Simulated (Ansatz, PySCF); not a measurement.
System: dichloro(fluoro)borane, sum formula BCl2F, net charge 0, singlet state. SMILES: B(F)(Cl)Cl
Structure (B3LYP-D3(BJ)/def2-TZVP (Ansatz, a quantum-chemistry and plane-wave program) minimum search):
```xyz
4

B     -0.0055     0.3570     0.0037
F     -0.0258     1.6710     0.0174
Cl    -1.5169    -0.5180    -0.0381
Cl     1.5322    -0.4717     0.0278
```

Wanted: vertical ionisation energy (to the doublet state of charge +1; each state is the SCF solution reached for its spin; for the doublet the Hartree-Fock reference is unstable and T1 is 0.020), in eV. Valence correlation only, unless marked. Open shells are spin-unrestricted. Spin-orbit coupling is left out. No relativistic terms.  The program attaches cautions to a run behind CCSD/aug-cc-pV(D+d)Z: other roots. The program attaches cautions to a run behind CCSD/aug-cc-pV(T+d)Z: other roots. The program attaches cautions to a run behind CCSD(T)/aug-cc-pV(D+d)Z: other roots. The program attaches cautions to a run behind CCSD(T)/aug-cc-pV(T+d)Z: other roots.

| level | program | vertical ionisation energy (eV) |
|---|---|---|
| HF/aug-cc-pV(Q+d)Z | Ansatz | 11.54 |
| RI-HF/aug-cc-pV(T+d)Z | Ansatz | 11.54 |
| SVWN5/def2-TZVPD | Ansatz | 11.64 |
| PBE/def2-TZVPD | Ansatz | 11.44 |
| r2SCAN/def2-TZVPD | Ansatz | 11.68 |
| B3LYP/def2-TZVPD | Ansatz | 11.80 |
| PBE0/def2-TZVPD | Ansatz | 11.88 |
| BHLYP/def2-TZVPD | Ansatz | 12.10 |
| M06-2X/def2-TZVPD | PySCF | 12.22 |
| CAM-B3LYP/def2-TZVPD | Ansatz | 12.10 |
| wB97M-V/def2-TZVPD | Ansatz | 12.14 |
| wB97X-V/def2-TZVPD | Ansatz | 12.21 |
| B2PLYP/def2-TZVPD | Ansatz | 11.96 |
| RI-MP2/aug-cc-pV(T+d)Z | Ansatz | 12.60 |
| RI-MP2/aug-cc-pV(Q+d)Z | Ansatz | 12.69 |
| CCSD/aug-cc-pV(D+d)Z | Ansatz | 12.12 |
| CCSD/aug-cc-pV(T+d)Z | Ansatz | 12.26 |
| CCSD(T)/aug-cc-pV(D+d)Z | Ansatz | 12.03 |
| CCSD(T)/aug-cc-pV(T+d)Z | Ansatz | 12.19 |

For comparison, minus the highest occupied orbital energy (PySCF): 8.70 eV at TPSSh/def2-TZVPD, 8.13 eV at TPSS/def2-TZVPD, 8.25 eV at M06-L/def2-TZVPD.
